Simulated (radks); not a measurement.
Question: All-electron atom: Tb55+ in [Ne]. Calculated with a radial shooting solver on a logarithmic mesh with Libxc functionals: scalar-relativistic Kohn-Sham, LDA (Slater exchange, VWN5 correlation), spin-polarised, spherical densities, finite nucleus; Fermi nuclear charge, rms radius 5.06 fm. Some entries of the table are withheld. Estimate them.

orbital,occ.,eigenvalue (eV),<r> (bohr)
1s,2,(1),(2)
2s,2,(3),(4)
2p,6,(5),(6)

Answer: 
(1) 1s eigenvalue (eV): -56170.56
(2) 1s <r> (bohr): 0.02150
(3) 2s eigenvalue (eV): -12682.52
(4) 2s <r> (bohr): 0.08997
(5) 2p eigenvalue (eV): -11776.33
(6) 2p <r> (bohr): 0.07920
